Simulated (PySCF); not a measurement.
B₂FH₇N₂.
Atom-mapped SMILES: `[F:1][BH-:2]1[NH2+:3][BH2-:4][NH2+:5]1` (hydrogens: H6 on B2; H7, H8 on N3; H9, H10 on B4; H11, H12 on N5)

Method: PBE0-D3(BJ)/def2-SVP geometry optimisation, gas phase (PySCF 2.14.0); density fitting, grid level 1; the optimiser is geomeTRIC in internal coordinates, started from a GFN2-xTB structure with every atom displaced at random (about 0.01 Å).

Step 0: E = -7154.6917 eV
```
atom  x, y, z in Å  |  force x, y, z in eV/Å
F1      1.5664    0.0855   -1.1077   -0.199   0.071  -0.076
B2      0.7836   -0.0507    0.0291    0.144   0.081  -0.971
N3     -0.4631   -1.0022   -0.2594    0.629   0.088   0.348
B4     -1.3635    0.1937    0.2051   -0.672  -0.178   0.317
N5     -0.1665    1.1954    0.2265    0.431   0.611   1.125
H6      1.4291   -0.3340    0.9795    0.180  -0.264   0.887
H7     -0.5136   -1.2297   -1.2353   -0.092  -0.180  -0.678
H8     -0.4769   -1.8540    0.2740   -0.104  -0.410   0.279
H9     -2.2069    0.4807   -0.5886   -0.395   0.161  -0.450
H10    -1.8167    0.0003    1.3111    0.054  -0.016   0.196
H11    -0.0440    1.7438    1.0884    0.002  -0.343  -0.448
H12    -0.1291    1.8313   -0.5505    0.021   0.380  -0.529
```

Step 1: E = -7154.7770 eV
```
atom  x, y, z in Å  |  force x, y, z in eV/Å
F1      1.5308    0.1117   -1.1572    0.112   0.012  -0.103
B2      0.7989   -0.0434   -0.0064   -0.175   0.017   0.276
N3     -0.4408   -1.0149   -0.2502    0.012  -0.002  -0.051
B4     -1.3918    0.1926    0.1962    0.150   0.035  -0.032
N5     -0.1560    1.2139    0.2409   -0.015  -0.124  -0.167
H6      1.4196   -0.3388    1.0061    0.025   0.003  -0.084
H7     -0.5107   -1.2823   -1.2310   -0.063  -0.018   0.027
H8     -0.4698   -1.8554    0.3207    0.009   0.024  -0.023
H9     -2.2181    0.4850   -0.6448   -0.011   0.011  -0.053
H10    -1.8379    0.0067    1.3082   -0.025  -0.027   0.078
H11    -0.0034    1.7008    1.1168   -0.005   0.095   0.043
H12    -0.1221    1.8842   -0.5272   -0.014  -0.026   0.089
```

**Question.** Estimate the geometry and energy of step 2. (The exact step hangs on the optimiser's Hessian estimate; all steps are aligned on step 1, rigid shifts and turns removed.)

**Answer.** E = -7154.7797 eV, largest force 0.128 eV/Å
```
atom  x, y, z in Å  |  force x, y, z in eV/Å
F1      1.5361    0.1124   -1.1533    0.046   0.007  -0.042
B2      0.7979   -0.0434   -0.0027   -0.082   0.015   0.097
N3     -0.4413   -1.0151   -0.2514    0.027   0.014  -0.035
B4     -1.3886    0.1924    0.1966    0.029   0.020   0.011
N5     -0.1563    1.2134    0.2401    0.012  -0.077   0.000
H6      1.4229   -0.3407    1.0038    0.007  -0.004  -0.024
H7     -0.5205   -1.2826   -1.2311   -0.029  -0.007   0.010
H8     -0.4701   -1.8556    0.3179    0.005   0.001   0.004
H9     -2.2142    0.4846   -0.6479    0.001   0.004  -0.012
H10    -1.8359    0.0044    1.3119   -0.001  -0.006   0.001
H11    -0.0072    1.7075    1.1147   -0.010   0.026  -0.016
H12    -0.1244    1.8827   -0.5265   -0.005   0.007   0.005
```

The energy changes by -0.0027 eV. The first-order estimate −F·Δx gives -0.0042 eV and the mean of the old and new forces, exact on a quadratic surface, -0.0028 eV. The step makes an angle of 62° with the force vector and moves no atom by more than 0.010 Å.

The cost below is that of the whole optimisation. Hardware: Arm Neoverse V2, one thread, no GPU (shared host). Cost: 14 s, 0.44 GiB resident at most.
